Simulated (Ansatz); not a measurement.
`[SiH3][GeH2][SiH2][GeH2][SiH2][GeH3]` → 3 Ge• + 14 H• + 3 Si•  (atomization)

Gas-phase electronic energies from Ansatz, PBE0-D4/def2-TZVP geometries. CBS: MP2 limit from def2 TZ/QZ plus the TZ coupled-cluster correction, frozen cores. This one scheme is used for every species, atoms too. DFT in def2-TZVPP. HSE06 is defined as in plane-wave codes. No spin–orbit coupling; open shells (•) take unrestricted orbitals. Spin–orbit coupling would lower the free atoms: a little for Si; clearly for Ge. Bonds to Ge are less sure, by a few kJ/mol each and by 10 to 20 or more in all where they break to atoms, as the def2 sets lack core-valence functions. Scalar relativity is left out up to krypton. Each species was taken in one conformer, which may not be the lowest.

(1) What is ΔE at CCSD(T)/CBS? (Best estimate.)

(2) What do these levels give: LDA (SPW92), BLYP-D4, PBE0-D4, HSE06-D4, CCSD/def2-TZVPP, HF/CBS(def2)? (Estimate.)

Largest T1 diagnostic among the species: 0.013.

Results:

(1) The calculation gave: +5560.9 kJ/mol.

(2) The calculation gave: LDA (SPW92) 6123.2, BLYP-D4 5414.7, PBE0-D4 5458.6, HSE06-D4 5457.4, CCSD/def2-TZVPP 5394.8, HF/CBS(def2) 4132.7 kJ/mol.

From PBE to PBE0 (25 % exact exchange), in def2-TZVPP and without D4, ΔE moves by +20.3 kJ/mol. At CCSD(T), def2-SVP lies −391.4 kJ/mol from the extrapolated value and def2-TZVPP −111.0 kJ/mol: correlation converges slowly with the basis, and small sets miss more of it in the bonded molecule than in its fragments. In def2-TZVPP, CCSD(T) changes the Hartree–Fock value by +1317.1 kJ/mol (the triples alone add +55.1 kJ/mol) and MP2 by +1217.2 kJ/mol; breaking electron pairs costs correlation energy, which Hartree–Fock lacks.

For atomizations the MP2-based limit and the directly extrapolated one differ by several kJ/mol either way, and by 10 to 25 for some Ge, Se and Sn compounds, so smaller differences from it don't rank the levels.
